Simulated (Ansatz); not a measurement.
Program: Ansatz. Geometries: PBE0-D4/def2-TZVP. ΔE: electronic, gas phase. CCSD(T)/CBS is the MP2 limit (def2-TZVPP, def2-QZVPP) plus CCSD(T) − MP2 in def2-TZVPP, frozen cores. Functionals use def2-TZVPP. B3LYP here is the variant with VWN-RPA as its local correlation; programs differ in this. def2 core potentials past Kr. For Sn outer-core shells are correlated without core-valence functions, which leaves a few kJ/mol of doubt a bond. One conformer a species, not always the lowest.

`C1[CH2][SnH2][O]1` → `[CH3][SnH2][CH]=O`  (isomerisation)

CCSD(T)/CBS gives +0.29 eV.

Q: Another level gave +0.28 eV. Which?
A. ωB97M-V/def2-TZVPP
B. B2PLYP/def2-TZVPP
C. B3LYP-D4/def2-TZVPP
D. PBE0-D4/def2-TZVPP

A: D. PBE0-D4 0.28, B2PLYP 0.15, ωB97M-V 0.21, B3LYP-D4 0.09 eV.

Largest T1 diagnostic among the species: 0.015.

From PBE to PBE0 (25 % exact exchange), in def2-TZVPP and without D4, ΔE moves by +0.10 eV. In def2-TZVPP, CCSD(T) changes the Hartree–Fock value by +0.18 eV (the triples alone add +0.01 eV) and MP2 by +0.28 eV.
